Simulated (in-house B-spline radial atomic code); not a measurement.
## OLYP excitations of Fe IX (Fe8+)

Method: OLYP. Computed with an all-electron radial atomic-structure program (B-spline basis): linear response of the closed shell [Ne] 3s2 3p6 with the functional's adiabatic kernel; scalar-relativistic (spin-free one-electron X2C), finite nucleus, no spin-orbit coupling, no double excitations, S, P, D and F terms only. Only terms of natural parity with L up to 3 were computed.

Command:
```bash
python run_td.py task.json out
```
Settings (radii: box in bohr, nucleus in fm):
```
Z                        26
electrons                18
configuration            [Ne] 3s2 3p6
hamiltonian              x2c
method                   optx,lyp
box_radius               11.59
rms_radius               3.7377
intervals                70
```

Time taken, with all properties: 0.7 s on 1 thread of Arm Neoverse N1 (shared host).

The lowest states, in the order of their Tamm-Dancoff energies; the method's threshold (minus the highest occupied level) is 221.00 eV. Labels give the largest channel, * marks a mixed state, and oscillator strengths are full-response dipole values. Semilocal kernels can invert the small singlet-triplet splittings of Rydberg terms. Energies in eV:

```csv
state,full response,Tamm-Dancoff,oscillator strength
3p → 3d 3P,50.91,51.12,-
3p → 3d 3F,52.12,52.29,-
3p → 3d 1F,56.64,56.66,-
3p → 3d 1P,72.49,75.47,2.92
3s → 3d 3D,88.88,88.95,-
3s → 3d 1D,?,?,-
3p → 4s 3P,?,?,-
3p → 4s 1P,114.55,114.60,0.281
3p → 4p 3S,123.99,124.04,-
3p → 4p 3D,124.71,124.73,-
```

Where does 3p → 4s 3P lie?

At 113.24 eV in full response, 113.26 eV in Tamm-Dancoff.

Where does 3s → 3d 1D lie?

At 94.45 eV in full response, 94.58 eV in Tamm-Dancoff.

How large is the singlet-triplet splitting of 3p → 3d (F terms) in Tamm-Dancoff?

4.37 eV, from the unrounded values.

What polarisabilities and dispersion coefficient does the method give?

Dipole 0.492 bohr³, quadrupole 0.3054 bohr⁵, C6 0.5657 hartree·bohr⁶ for two such species.
